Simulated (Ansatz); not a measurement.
`[SiH3]CB[AsH2]` + NH₃ → `N[AsH2]` + `BC[SiH3]` at 500 K and 1 bar (cleavage of the As–B bond).

Program: Ansatz. Geometries: PBE0-D4/def2-TZVP. ΔE: electronic, gas phase. CBS: MP2 limit from def2 TZ/QZ plus the TZ coupled-cluster correction, frozen cores. This one scheme is used for every species. For As outer-core shells are correlated without core-valence functions, which leaves a few kJ/mol of doubt a bond. Scalar relativity is left out up to krypton. One conformer a species, not always the lowest.

```
         species  CCSD(T)/CBS energy (Eh)  H − E (kJ/mol)  S (J/(mol·K))
`[SiH3]CB[AsH2]`              -2591.73639           262.4          437.4
             NH₃                -56.50880           108.2          211.8
       `N[AsH2]`              -2292.09958           135.7          301.1
      `BC[SiH3]`               -356.11784           228.6          357.7
```

H − E and S are ideal-gas, rigid-rotor, harmonic terms from PBE0-D4/def2-TZVP, for one conformer and one mirror image of each species. 1 Eh = 2625.50 kJ/mol, R = 8.31446 J/(mol·K).

Q: By hand: ΔE, ΔH, ΔS and ΔG.

A: ΔE = (-2292.09958) + (-356.11784) − (-2591.73639) − (-56.50880) = 0.02777 Eh = 72.9 kJ/mol. Δ(H − E) = 135.7 + 228.6 − 262.4 − 108.2 = -6.3, so ΔH = 66.6 kJ/mol. ΔS = 301.1 + 357.7 − 437.4 − 211.8 = 9.6 J/(mol·K). ΔG = 66.6 − 500 × (9.6)/1000 = 61.8 kJ/mol.

Q: By hand: the equilibrium constant, and the temperature at which ΔG would vanish if ΔH and ΔS stayed fixed.

A: log₁₀ K = −ΔG/(RT ln 10) = -6.5. ΔG = 0 at ΔH/ΔS = 6938 K, far beyond where these terms or the molecules hold.

The number of gas molecules stays the same, so ΔS is small and ΔH decides. A doubt of 5 kJ/mol in ΔE shifts log₁₀ K by 0.5 here. Other conformers and mirror images would add mixing entropy, several J/(mol·K) or more a flexible species. Modes under 60 cm⁻¹, often nearly free rotors, make the harmonic entropy too high. These are equilibria of isolated gas molecules and say nothing of rates. Largest T1 diagnostic: 0.013 (customary marks: 0.02 for closed shells, 0.045 for open ones).
